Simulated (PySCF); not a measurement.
# Computed records: CH$_{7}$GeNSi

Calculation on a computer-drawn molecule: optimised geometry and harmonic frequencies of an isolated molecule of the commonest isotopes, restricted reference for singlets and unrestricted otherwise, frozen core in MP2; on germanium a core potential holds 10 electrons, which the energies leave out, and 3d is frozen in MP2 and coupled-cluster steps. Program: PySCF 2.14.0.

## CH$_{7}$GeNSi

Start structure:
```xyz
11
CH7GeNSi
C      0.5085    -2.0123     0.8607
Si     1.0432    -1.9071    -0.7614
N      0.8241    -3.1170    -2.0390
Ge     2.0971    -0.0401    -1.7097
H      0.9180    -1.2751     1.6700
H      0.0625    -2.8396     1.3465
H      0.6498    -2.7772    -2.9838
H      0.4399    -3.8780    -1.8125
H      2.3371    -0.1076    -3.1825
H      1.3713     1.1933    -1.4886
H      3.4259     0.1962    -1.0958
```

- charge: 0
- multiplicity: 1
- method: HF
- basis: cc-pV(D+d)Z
- basis and core potential on germanium: cc-pVDZ-PP ECP10MDF
- rotational constants: 6.177, 1.806, 1.422 GHz
- total energy: -678.6803 hartree
- convergence status largest gradient component: 1.191e-05 hartree/bohr

Drawn bonds:
```tsv
atom	other atom	order
1	2	2
2	3	1
2	4	1
1	5	1
1	6	1
3	7	1
3	8	1
4	9	1
4	10	1
4	11	1
```

Optimised structure:
```xyz
11
CH7GeNSi
C      0.3761    -1.9201     0.7679
Si     1.0032    -1.8871    -0.8015
N      0.9283    -3.1652    -1.9153
Ge     2.0985     0.0379    -1.6907
H      0.4609    -1.0373     1.3922
H     -0.1277    -2.7677     1.2200
H      1.3950    -3.1600    -2.7993
H      0.5160    -4.0529    -1.7029
H      1.3396     0.5798    -2.9074
H      2.1667     1.1213    -0.6149
H      3.5209    -0.3131    -2.1443
```

Modes:
```tsv
frequency (cm⁻¹)	reduced mass (dalton)
41.24	1.026
98.1	1.205
141.5	3.315
202.7	3.782
218	3.226
299.1	1.123
379.4	4.693
502.2	1.166
521.6	1.098
589.1	1.036
729.2	1.302
744.3	1.216
848.5	2.086
872.2	1.225
930.7	1.762
960.2	1.018
971.5	1.031
1101	4.131
1490	1.228
1682	1.12
2207	1.023
2220	1.019
2240	1.017
3289	1.057
3378	1.113
3796	1.05
3900	1.097
```
